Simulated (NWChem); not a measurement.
# BH₂OCl; SMILES ClBO

```xyz
5

B     -0.5698     0.5776     0.0000
H     -1.7670     0.7498     0.0000
Cl     0.0859    -1.0750     0.0000
O      0.2455     1.6534     0.0000
H      1.1918     1.4099     0.0000
```
Atoms are numbered in this order, from 1.

Program: NWChem. Pople sets run with spherical d functions. The geometry was optimised at PBE-D3(BJ)/def2-SVP. Vertical excitations in the gas phase; the lowest state need not have the same character in each row.

```csv
level,"lowest excitation, singlet (eV)",oscillator strength of that lowest state,"lowest state with f > 0.02, singlet (eV)",lowest triplet (eV),orbital gap (eV)
"PBE/6-31+G*, full TDDFT",6.42,0.002,7.13,6.15,6.33
"B3LYP/6-31+G*, full TDDFT",6.92,0.003,7.65,6.63,8.25
"CAM-B3LYP/6-31+G*, full TDDFT",[?],0.004,[?],[?],[?]
"LDA (Slater exchange, VWN5)/6-31+G*, full TDDFT",6.32,0.002,7.16,6.08,6.20
```

Problem. Fill in the missing entries.

Solution. 
- CAM-B3LYP/6-31+G*, full TDDFT, lowest excitation, singlet (eV): 7.24
- CAM-B3LYP/6-31+G*, full TDDFT, lowest state with f > 0.02, singlet (eV): 8.05
- CAM-B3LYP/6-31+G*, full TDDFT, lowest triplet (eV): 6.86
- CAM-B3LYP/6-31+G*, full TDDFT, orbital gap (eV): 11.07
